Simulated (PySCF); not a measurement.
AlO, SMILES [O]=[Al], multiplicity 2.

Coordinates come from a PBE0-D3(BJ)/def2-TZVPD optimisation.

Two levels are set side by side: PBE/def2-TZVPD (PySCF) and M06-2X/def2-TZVPD (PySCF). Same geometry, gas phase. Differences are taken from unrounded values.

```tsv
quantity	M06-2X
α-spin orbital gap (eV)	8.11
β-spin orbital gap (eV)	5.58
dipole moment (D)	5.01
mean polarisability (bohr³)	44.4
```

What does PBE give, and how far is it from M06-2X? (Estimate from the structure and the level; the computed values follow.)


```tsv
quantity	PBE	PBE minus M06-2X
α-spin orbital gap (eV)	4.30	-3.81
β-spin orbital gap (eV)	1.23	-4.36
dipole moment (D)	4.15	-0.85
mean polarisability (bohr³)	44.0	-0.4
```

Rough cost on one machine, each run with all the roots and properties that it gave: M06-2X against PBE about 3 times.
